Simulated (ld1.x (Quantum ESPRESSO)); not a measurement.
# platinum (Pt): excitation energies, all-electron against PAW

* Element: Pt (Z = 78)
* Generator: ld1.x (Quantum ESPRESSO) 7.5
* Type: PAW
* Functional: PBE
* Relativity: fully relativistic
* Frozen core: [Xe] 4f14
* Valence charge: 10
* Reference configuration: 5d9 6s0 6p0 (charge +1)
* Partial waves: 6s (bound, empty): rcut 2.15, rcutus 2.40 bohr; 6s channel at 0.5 Ry: rcut 2.15, rcutus 2.40 bohr; 6p (bound, empty): rcut 2.35, rcutus 3.15 bohr; 6p channel at 0.75 Ry: rcut 2.35, rcutus 3.15 bohr; 5d (bound): rcut 1.55, rcutus 1.90 bohr; 5d channel at 3.75 Ry: rcut 1.55, rcutus 1.90 bohr
* Local potential: all-electron potential smoothed inside 2.10 bohr (lloc = -1)
* Core correction: Bessel-smoothed model core inside 1.85 bohr
* Augmentation charge: BESSEL, radius 1.30 bohr

Open shells are filled in proportion to 2j + 1 (rel_dist='average').

Energies are relative to the spin-unpolarised reference configuration 5d9 6s0 6p0; without spin polarisation the order of configurations can differ from experiment.

```json
{"valence configuration": "5d9 6s1 6p0", "charge": "0", "ΔE all-electron (eV)": "-9.210", "error AE − PS (meV)": "-0.4"}
{"valence configuration": "5d8 6s0 6p0", "charge": "+2", "ΔE all-electron (eV)": "19.981", "error AE − PS (meV)": "-37"}
{"valence configuration": "5d7 6s0 6p0", "charge": "+3", "ΔE all-electron (eV)": "52.195", "error AE − PS (meV)": "-220"}
{"valence configuration": "5d6 6s0 6p0", "charge": "+4", "ΔE all-electron (eV)": "97.827", "error AE − PS (meV)": "-680"}
{"valence configuration": "5d8 6s1 6p0", "charge": "+1", "ΔE all-electron (eV)": "1.982", "error AE − PS (meV)": "-22"}
{"valence configuration": "5d9.5 6s0.5 6p0", "charge": "0", "ΔE all-electron (eV)": "-9.343", "error AE − PS (meV)": "-2.4"}
```

Q: What are ΔE and the potential's error for 5d8 6s1 6p1?

A: ΔE = -2.687 eV all-electron; the error (AE − PS) is -18 meV.

The ghost test of this file was not conclusive.
